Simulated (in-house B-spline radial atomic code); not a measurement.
Atomic self-consistent-field run: As²⁺. Computed with a B-spline radial code for spherical atoms: Dirac-Hartree-Fock, average of configuration, Fermi nucleus of rms radius 4.0968 fm, inside a hard spherical wall at 3.31 bohr.

Command:
```bash
python run_scf.py task.json out
```
Settings (nuclear radius in fm, mass in u):
```
Z                33
configuration    [Ar] 3d10 4s2 4p1
hamiltonian      dirac
method           hf
spin_polarised   False
nucleus          fermi
rms_radius       4.0968
atomic_mass      74.92159
speed_of_light   137.035999084
wall_radius      3.31
```

Output (hartree, bohr):
```
 radial grid: 61 intervals, B-splines of order 8, outer radius 3.31 bohr

 iter        energy (Eh)    residual
    1      -2257.4889268    4.48e-01
    2      -2257.9431556    1.11e-01
    3      -2258.1865774    1.56e-02
    4      -2258.1912056    5.76e-03
    5      -2258.1913222    1.55e-03
    6      -2258.1913547    5.25e-04
    7      -2258.1913602    7.39e-05
    8      -2258.1913602    2.35e-06
    9      -2258.1913602    1.96e-07

 total energy                    -2258.191360
 kinetic                           2312.22194
 electron-nucleus                 -5437.36898
 electron-electron                  866.95568

 first-order corrections (not in the total)
   Gaunt                            1.16617
   retardation                     -0.10942
   frequency dependence            -0.00452
   self-energy                      0.78114
   Uehling                         -0.07612
   Wichmann-Kroll                   0.00073

 orbital      occ     eigenvalue          <r>       <r^2>       <1/r>     <1/r^3>       <r^4>       r_max    small
 1s1/2      2.000     -439.84329    0.0454764  0.00278413     33.4734           - 2.00063e-05     0.02974  1.43e-02
 2s1/2      2.000      -58.44452     0.201774   0.0480846     7.44632           -  0.00402225      0.1697  2.81e-03
 2p1/2      2.000      -52.05252     0.174645   0.0374512     7.37509           -  0.00284434      0.1344  2.77e-03
 2p3/2      4.000      -50.69479     0.178282   0.0389006     7.16405     1061.12  0.00304687      0.1374  2.71e-03
 3s1/2      2.000       -8.92810     0.595362    0.407856     2.39613           -     0.26506      0.5209  6.48e-04
 3p1/2      2.000       -6.71051     0.609785    0.436348       2.263           -    0.326151      0.5168  5.93e-04
 3p3/2      4.000       -6.51484      0.61968    0.450486     2.21479     145.252    0.347584       0.525  5.78e-04
 3d3/2      4.000       -2.73053     0.667352    0.555933     1.92013     17.1084     0.68035      0.4798  4.55e-04
 3d5/2      6.000       -2.70120     0.671919    0.563532     1.90644      16.604    0.698676      0.4826  4.51e-04
 4s1/2      2.000       -1.24246      1.67483     3.08408    0.761307           -     12.6537       1.561  1.00e-04
 4p1/2      0.333       -0.83864      1.78072      3.4662    0.707502           -     15.5546        1.72  9.42e-05
 4p3/2      0.667       -0.81825      1.79125     3.50502    0.702446     15.6988     15.8537       1.736  9.40e-05
```

Time taken, with all properties: 0.45 s on 1 thread of Arm Neoverse V2 (shared host).

For the Dirac Hamiltonian the kinetic term is c α·p + (β - 1)c².
